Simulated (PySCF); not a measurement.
**Polarisability and C₆ of Be+ (beryllium, charge +1)**

[He] 2s1, 2S determinant. All numbers are calculated (PySCF 2.14, no relativity, point nucleus, in dyall-acv3z). Coupled (time-dependent) response in atomic units; α is the mean over directions.

```tsv
method	mean α (bohr³)	C₆ (like pair)	S(−4)
UHF	24.94	71.13	1139
PBE	21.53	57.33	848.9
PBE0	22.24	60.11	906.0
B3LYP	21.57	56.99	868.3
CAM-B3LYP	21.80	57.79	889.8
```

S(−4) is the Cauchy moment in α(ω) = α(0) + S(−4) ω² + …

α(iu) at B3LYP:

```
u (hartree)  α(iu) (bohr³)
          0          21.57
     0.0500          19.61
      0.100          15.45
      0.200          8.556
      0.300          5.079
      0.500          2.366
      0.750          1.243
       1.00         0.7814
       1.50         0.4074
       2.00         0.2595
       3.00         0.1408
       5.00        0.06648
```

A single London oscillator, α(iu) = α/(1 + u²/ω²), gives C₆ = (3/4) ω α². Matching the computed C₆ needs ω = 4 × 56.99 / (3 × 21.57²) = 0.163 hartree.

For an ion, C₆ is the dispersion term alone; charge-induced terms of lower order in 1/R come first.
